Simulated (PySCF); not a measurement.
Numbering as in the mapped SMILES `[CH3:1][O:2][C:3]1=[CH:4][CH:5]=[CH:6][SiH2:7]1`; H(Xn) means a hydrogen on atom n.

How the numbers were obtained: shieldings: GIAO PBE0/pcSseg-1, geometry: PBE0-D3(BJ)/def2-SVP, in PySCF 2.14 (no relativistic terms, in vacuum, fast rotation and ring inversion assumed for equivalent nuclei, one computed conformer).

References, each an isolated molecule treated in the same way: 13C and 1H and 29Si vs TMS; 17O vs H2O.

| atoms | nucleus | count | Hirshfeld charge | δ (ppm) |
| --- | --- | --- | --- | --- |
| C4 | 13C | 1 | -0.10 | 116.4 |
| Si7 | 29Si | 1 | 0.32 | ? |
| H(Si7) | 1H | 2 | -0.07 | 4.54 |
| H(C5) | 1H | 1 | 0.05 | 7.00 |
| C1 | 13C | 1 | -0.03 | ? |
| C3 | 13C | 1 | -0.01 | 179.3 |
| C6 | 13C | 1 | -0.17 | 113.1 |
| O2 | 17O | 1 | -0.10 | 128.1 |
| H(C1) | 1H | 3 | 0.05 | ? |
| H(C6) | 1H | 1 | 0.04 | 5.39 |
| H(C4) | 1H | 1 | 0.04 | ? |
| C5 | 13C | 1 | -0.04 | 159.7 |

Task: Complete the table.

Result: 
- C1: 56.5 ppm, methyl carbon bonded to O; the inductive effect lowers its shielding
- H(C4): 5.59 ppm, hydrogen on a β carbon of an enol-ether or enamine type C=C; olefinic region
- H(C1): 3.56 ppm, hydrogen on a methyl carbon bonded to O; its carbon carries O, which withdraws density
- Si7: -51.0 ppm, silicon bonded to 2 C, 2 H, in a 5-membered ring

Shifts are as computed. Against solution values, carbons near 30 ppm lie about +2 ppm off and those near 130 ppm about +5 ppm. Of 1211 compounds with measured shifts, 218 miss one by over three times the rms of a fit or turn the order of signals round; such compounds aren't used in these exercises. Experimental scales use liquid or dissolved standards, which lie at an offset from isolated H2O (liquid H2O: subtract about 36 ppm).
